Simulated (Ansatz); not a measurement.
Born–Oppenheimer molecular dynamics of C$_{3}$H$_{9}$ClFNSi (16 atoms, charge 0, multiplicity 1). It starts from a relaxed structure.

Computed with RKS r2SCAN-D4/STO-3G in Ansatz.

- ensemble: NVT, Nosé–Hoover chain
- time step: 0.5 fs
- steps asked: 123
- set temperature: 3000 K
- thermostat: time constant 3 fs, chain length 1
- seed: 987660

First frame:

```xyz
16
Properties=species:S:1:pos:R:3
Si -0.067 -0.082 0.041
C 0.136 0.020 1.895
H -0.838 0.055 2.394
H 0.687 -0.849 2.273
H 0.687 0.924 2.175
F 1.284 0.298 -0.775
Cl -1.531 1.371 -0.539
N -0.516 -1.705 -0.459
C -1.706 -2.295 0.233
H -1.584 -2.193 1.324
H -2.666 -1.821 -0.060
H -1.769 -3.370 -0.012
C -0.643 -1.882 -1.943
H -1.557 -1.413 -2.364
H 0.239 -1.435 -2.433
H -0.670 -2.960 -2.181
```

Q: How far do the bonds stretch over the last three quarters of this one trajectory? (Pairs bonded in most of those frames.)

A: 
```
   bond  mean (Å)  spread (Å)  shortest  longest
 Si1–C2     1.912       0.073      1.83     2.03
 Si1–F6     1.693       0.082      1.57     1.82
Si1–Cl7     2.201       0.074      2.07     2.28
 Si1–N8     1.909       0.116      1.68     2.04
  C2–H3     1.117       0.055      1.02     1.23
  C2–H4     1.115       0.045      1.03     1.19
  C2–H5     1.118       0.074      0.99     1.22
  N8–C9     1.652       0.130      1.44     1.82
 N8–C13     1.579       0.052      1.45     1.64
 C9–H10     1.143       0.047      1.04     1.23
 C9–H11     1.145       0.087      0.99     1.29
 C9–H12     1.138       0.030      1.07     1.21
C13–H14     1.117       0.063      1.02     1.22
C13–H15     1.117       0.074      1.01     1.24
C13–H16     1.136       0.125      0.95     1.36
```

Mean temperature of the second half: 3001 K. The conserved energy stayed within 2.9 meV per atom of its start (net change 1.4 meV per atom), so the integration is sound. A run of 0.061 ps of so small a system gives no equilibrium averages. Limits of this set-up: minimal basis.

The run took 14 min on 1 thread of Arm Neoverse V2 (shared host), peak memory 0.15 GiB.
